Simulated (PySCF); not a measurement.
## How methods differ on the excitation energy of B⁺

B⁺ [He] 2s2 (1S) → B⁺ [He] 2s1 2p1 (3P), as a difference of total energies. All numbers are calculated (PySCF 2.14, scalar relativity by spin-free X2C-1e, in x2c-QZVPPall with one added diffuse shell each of s, p, d, f type (8s5p4d3f1g, 73 functions)). Correlated levels: valence: 1s2 frozen; valence and next inner shell: nothing frozen. The calculations carry no spin-orbit coupling.

Task: Order these methods by the excitation energy they give, lowest first.
A. B2PLYP
B. r2SCAN
C. SCS-MP2 (valence)
D. M06-2X

Result: B (3.617 eV), A (4.191 eV), C (4.337 eV), D (4.593 eV).

Errors of the correlated levels include the incompleteness of this basis and the frozen core.

For comparison: 4.631 eV (measured; NIST levels, between the centres of gravity of the two terms).
